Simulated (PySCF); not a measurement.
hydrogen (H2), SMILES [H][H]. Atoms are numbered in the order given.

```xyz
2

H      0.0000     0.0000    -0.3731
H      0.0000     0.0000     0.3731
```

Geometry optimised at PBE0-D3(BJ)/def2-TZVPD.

Computed with ωB97X/def2-TZVPD run with PySCF.

Gas-phase values at a fixed geometry.

```
Quantity                                                                                                       Result
---------------------------------------------------------------------------------------------  ----------------------
total energy                                                                                         -1.17200 hartree
point group                                                                                                       D∞h
highest occupied level                                                                                      -14.69 eV
lowest empty level                                                                                            3.41 eV
orbital gap                                                                                                  18.11 eV
dipole moment                                                                                                  0.00 D
quadrupole, principal values (traceless, Buckingham form, about the centre of nuclear charge)  -0.32, -0.32, 0.63 D·Å
mean static polarisability                                                                        5.5 bohr³ (0.81 Å³)
polarisability, principal values                                                                  4.8, 4.8, 6.8 bohr³
```
